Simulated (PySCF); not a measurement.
# Correlation energy of V (vanadium, neutral)

[Ar] 3d3 4s2, high-spin 4F determinant. Calculation: PySCF 2.14, in cc-pVQZ (8s7p5d3f2g1h, 104 functions); the non-relativistic Hamiltonian (point nucleus). Frozen: [Ar]; 5 electrons correlated.

MP2 pair energies summed by pair of shells (mhartree):

| pair | energy | share (%) |
| --- | --- | --- |
| 4s-4s | -21.57 | 34.5 |
| 3d-3d | -20.72 | 33.1 |
| 3d-4s | -20.21 | 32.3 |

Total MP2 correlation energy: -62.50 mhartree.

Same-spin part -29.19 and opposite-spin part -33.31 mhartree; SCS-MP2 scales them by 1/3 and 6/5 to -49.71 mhartree.
